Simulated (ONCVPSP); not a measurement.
aluminium ONCV: all-electron and pseudo phase curves

```json
{"Element": "aluminium", "Generator": "ONCVPSP 4.0.1", "Type": "optimised norm-conserving Vanderbilt (ONCV)", "Functional": "LDA (Perdew-Zunger)", "Relativity": "scalar-relativistic", "Frozen core": "[Ne]", "Valence charge": "3", "Reference configuration": "3s2 3p1", "Partial waves": "3s: rc 2.05 bohr, ncon 4, nbas 7, qcut 3.5 1/bohr, 2 projectors, debl 2.2 Ha; 3p: rc 2.40 bohr, ncon 3, nbas 7, qcut 3.8 1/bohr, 2 projectors, debl 1.8 Ha", "Local potential": "polynomial inside 1.80 bohr (lpopt 5, dvloc0 4 Ha)", "Core correction": "none"}
```

The phase is arctan(r·R′/R) of the radial function R(r), unwrapped; energies in Ha, scanned from -2 to 5 Ha. A pole is an energy at which the radial function vanishes at the test radius. The pseudo phase is shifted by a multiple of π to meet the all-electron one at the reference energy, and phase errors are pseudo minus all-electron; the curves can meet again beyond the range given. Levels narrower than the energy grid can be missing from the lists of poles.

Question: For each channel, where are the poles, and over which energies does the pseudopotential scatter like the atom?

Answer:

```tsv
channel	radius (bohr)	reference energy (Ha)	poles, all-electron	poles, pseudo	unbroken range about the reference energy with phases within 0.05 rad	phase error 1 Ha above the reference energy (rad)
s	2.08	-0.29	1.23	1.23	below 3.2	-0.000
p	2.43	-0.10	0.95, 4.87	0.95, 4.61	the whole range	-0.000
```

Phases in the p channel:

```csv
E (Ha),all-electron,pseudo
-1.98,1.286,1.283
-1.80,1.264,1.261
-1.62,1.237,1.234
-1.44,1.203,1.201
-1.26,1.158,1.156
-1.08,1.097,1.095
-0.90,1.007,1.006
-0.72,0.865,0.864
-0.54,0.618,0.616
-0.36,0.169,0.168
-0.18,-0.448,-0.448
0.00,-0.915,-0.915
0.18,-1.176,-1.176
0.36,-1.328,-1.328
0.54,-1.426,-1.427
0.72,-1.498,-1.498
0.90,-1.555,-1.555
1.08,-1.605,-1.605
1.26,-1.653,-1.654
1.44,-1.705,-1.705
1.62,-1.765,-1.765
1.80,-1.844,-1.844
1.98,-1.964,-1.964
2.16,-2.177,-2.182
2.34,-2.630,-2.651
2.52,-3.418,-3.461
2.70,-3.990,-4.022
2.88,-4.253,-4.277
3.06,-4.389,-4.408
3.24,-4.471,-4.487
3.42,-4.526,-4.542
3.60,-4.566,-4.582
3.78,-4.598,-4.613
3.96,-4.623,-4.639
4.14,-4.645,-4.662
4.32,-4.664,-4.682
4.50,-4.681,-4.701
4.68,-4.696,-4.719
4.86,-4.711,-4.737
```
